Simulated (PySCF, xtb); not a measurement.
B(CCH)(Cl)(Me) (C3H4BCl), SMILES C(B(C)Cl)#C.

Harmonic wavenumbers (cm⁻¹) from GFN2-xTB (xtb) at its own minimum, in rising order: 42, 122, 185, 261, 413, 427, 550, 672, 691, 823, 829, 1001, 1143, 1384, 1472, 1479, 2199, 3000, 3032, 3048, 3363.

Question: What does PBE-D3(BJ)/def2-SVP in PySCF 2.14.0 give at its own minimum? (An estimate is asked for; the answer gives what the named calculation found.)

Answer: 34, 140, 202, 279, 446, 463, 568, 648, 737, 790, 801, 1032, 1134, 1271, 1367, 1380, 2104, 2962, 3039, 3095, 3393. Paired by order, the mean absolute difference is 41 cm⁻¹ and the zero-point energies are 37.4 and 37.0 kcal/mol.
